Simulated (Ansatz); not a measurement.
Ideal-gas functions of H$_{5}$O$_{2}$Si$_{2}$, SMILES `O[SiH]O[SiH3]` radical at 400 K and 1 bar, from an Ansatz frequency run at PBE0-D4/def2-TZVP.

Molar mass 93.21 g/mol, point group C1 (symmetry number 1), electronic degeneracy 2, moments of inertia 26.667, 261.021, 277.534 u Å². Harmonic wavenumbers (cm⁻¹, unscaled): 25, 35, 78, 204, 307, 597, 702, 726, 734, 774, 849, 911, 954, 957, 981, 1119, 2161, 2226, 2234, 2242, 3919.

Use S(trans) = R[1.5 ln M + 2.5 ln T − 1.1517]; rotational temperatures θ = 24.2544 K / I; S(rot) = R[ln(√π/σ · √(T³/θAθBθC)) + 1.5]; for each mode x = 1.438777 ν̃/T, S = R[x/(eˣ − 1) − ln(1 − e⁻ˣ)] and H = RT x/(eˣ − 1); 1 cm⁻¹ = 0.0119627 kJ/mol; R = 8.31446 J/(mol·K).

Task: By hand: the entropy, in J/(mol·K).

Result: Translation 171.5. Rotation: θ = 0.9095, 0.0929, 0.0874 K, giving 112.4. Vibration, mode by mode: 28.35, 25.55, 18.91, 11.07, 7.90, 3.39, 2.52, 2.35, 2.30, 2.05, 1.66, 1.39, 1.23, 1.22, 1.13, 0.76, 0.03, 0.02, 0.02, 0.02, 0.00, in all 111.9. Electronic 5.8. Sum 401.6 J/(mol·K).

Task: By hand: H − E and G − E in kJ/mol, counted from the electronic energy.

Result: Zero-point energy ½ × 22735 × 0.0119627 = 136.0; thermal vibration 19.2; translation, rotation and pV give 4 RT = 13.3. H − E = 168.5 kJ/mol, and G − E = 168.5 − 400 × 401.6/1000 = 7.9 kJ/mol.

Vibration gives 28 % of the entropy, 72.8 J/(mol·K) of it from the modes under 150 cm⁻¹: soft modes count most, and the harmonic formula is weakest for them. The sum counts one conformer and one mirror image; others add a mixing term.
